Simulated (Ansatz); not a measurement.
# A basis-limit estimate, worked out

An elementary step of BNH3Cl2F, closed shell (BNH₂Cl₂ ([NH2][B]([Cl])[Cl]) + HF → BCl₂F ([F][B]([Cl])[Cl]) + NH₃ (still joined by a long B–N bond); B–N, H–F broken or loosened, B–F, N–H formed or tightened). “Start” and “end” are the PBE0-D4/def2-TZVP structures reached by relaxing down either side of its saddle point, with the molecules still in contact.

Ansatz 0.2.0; basis: def2-TZVPP and def2-QZVPP; cores frozen in the correlated methods.

Energies in eV:

| quantity | end | start |
| --- | --- | --- |
| Hartree–Fock, triple zeta (X = 3) | -29921.64450 | -29920.65423 |
| Hartree–Fock, quadruple zeta (X = 4) | -29922.55134 | -29921.56426 |
| MP2 correlation, X = 3 | -26.21151 | -26.20976 |
| MP2 correlation, X = 4 | -28.58455 | -28.58004 |
| CCSD(T) correlation, X = 3 | -28.35431 | -28.34511 |

Task: Work out the step energy at the basis limit: extrapolate Hartree–Fock as E(X) = E∞ + A exp(−7.88 √X) and the MP2 correlation as E(X) = E∞ + B X^−2.97 (the exponents that Neese and Valeev fitted for def2-TZVPP and QZVPP), then add CCSD(T) − MP2 in triple zeta.

Result: Each step is linear, so take the differences first (end − start): Hartree–Fock -0.99027 (X = 3) and -0.98708 (X = 4); MP2 correlation -0.00175 and -0.00451; CCSD(T) correlation -0.00920.
Two points give E∞ = E(4) + w [E(4) − E(3)], with w = 1/(exp(7.88 (2 − √3)) − 1) = 0.1377 for Hartree–Fock and w = 1/((4/3)^2.97 − 1) = 0.7407 for the correlation.
Hartree–Fock: -0.98708 + 0.1377 × 0.00319 = -0.9866 eV.
MP2 correlation: -0.00451 + 0.7407 × (-0.00276) = -0.0066 eV.
CCSD(T) − MP2: -0.00920 − (-0.00175) = -0.0075 eV.
Sum: -0.9866 + (-0.0066) + (-0.0075) = -1.0007 eV, or -23.08 kcal/mol. Plain CCSD(T) in triple zeta gives -0.9995 eV, so the larger basis shifts the result by -0.0012 eV.

No T1 diagnostic of these runs exceeds 0.011.

Steps of this kind, hydrogen fluoride cutting a network bond, underlie vapour etching and the fluorination step of atomic layer etching.

Labels in which every atom is bracketed show which atoms are joined, not bond orders.

For scale, one of the runs: CCSD(T)/def2-TZVPP, 219 basis functions (an equivalent command: `ansatz run in.yaml --threads 4`). Time: 93 s of wall clock on 4 CPU threads; the host was shared. Peak host memory: 3.4 GiB.
